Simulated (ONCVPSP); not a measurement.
What one change does to a pseudopotential (thallium (Tl), ONCV)

| Item | Value |
| --- | --- |
| Element | thallium |
| Generator | ONCVPSP 4.0.1 |
| Type | optimised norm-conserving Vanderbilt (ONCV) |
| Functional | PBEsol |
| Relativity | fully relativistic |
| Frozen core | [Xe] 4f14 5d10 |
| Valence charge | 3 |
| Reference configuration | 6s1.5 6p1.5 |
| Partial waves | 6s: rc 1.95 bohr, ncon 4, nbas 9, qcut 2.9 1/bohr, 2 projectors, debl 1 Ha; 6p: rc 2.45 bohr, ncon 3, nbas 6, qcut 3.8 1/bohr, 1 projector; d scattering state at 0.06 Ha: rc 2.60 bohr, ncon 3, nbas 6, qcut 3.4 1/bohr, 2 projectors, debl 2.1 Ha |
| Local potential | polynomial inside 1.70 bohr (lpopt 3, dvloc0 4 Ha) |
| Core correction | none |

Open shells are filled in proportion to 2j + 1.

Change: core correction polynomial model core, fcfact 0.4.

Cutoffs: the cutoffs (Ha) at which the residual kinetic energy of the hardest occupied pseudo-wave falls to 1 and 0.1 mHa per electron; they do not see the model core or the augmentation charge, which bear on the density cutoff. Errors are all-electron minus pseudo energies relative to the spin-unpolarised reference configuration.

Problem. What does the change do?

Solution. The potential gets neither clearly harder nor softer (11 Ha and 52 Ha → 11 Ha and 52 Ha); both files keep a bound ghost (d); of the 4 tests that both files solve, the error grows in 2 and shrinks in 1 by more than 15 % and 0.3 meV (median size 58.6 → 46.1 meV). A model core, the more so a compact one, raises the density cutoff, which this test does not measure.

```csv
quantity,base,changed
"cutoff, loose",11 Ha,11 Ha
"cutoff, tight",52 Ha,52 Ha
bound ghosts,"d5/2, d3/2","d5/2, d3/2"
GHOST(+) flags under 300 eV,s at 86.1 eV,s at 86.1 eV
"error for 6s2 6p1, meV [ΔE -3.61 eV]",+5.2,-10
"error for 6s2 6p0, meV [ΔE 1.64 eV]",+53,-13
"error for 6s1 6p0, meV [ΔE 22.49 eV]",+64,-294
"error for 6s0 6p3, meV [ΔE 11.42 eV]",+79,-79
s: phases at 1.98 bohr within 0.05 rad from the reference energy up to (Ha; the scan ends near 5),2.7,2.7
p3/2: phases at 2.49 bohr within 0.05 rad from the reference energy up to (Ha; the scan ends near 5),1.0,1.0
p1/2: phases at 2.49 bohr within 0.05 rad from the reference energy up to (Ha; the scan ends near 5),1.2,1.2
d5/2: phases at 2.63 bohr within 0.05 rad from the reference energy up to (Ha; the scan ends near 5),0.4,0.4
d3/2: phases at 2.63 bohr within 0.05 rad from the reference energy up to (Ha; the scan ends near 5),0.3,0.3
```

Base: The cutoffs count occupied waves only; projector 2 of the d channel, the hardest unoccupied one, needs 35 Ha at the loose tolerance. Changed file: The cutoffs count occupied waves only; projector 2 of the d channel, the hardest unoccupied one, needs 35 Ha at the loose tolerance. A true bound ghost makes a file unfit for plane-wave use even where its test errors are small: the radial tests pick states by their node count and pass the ghost by.
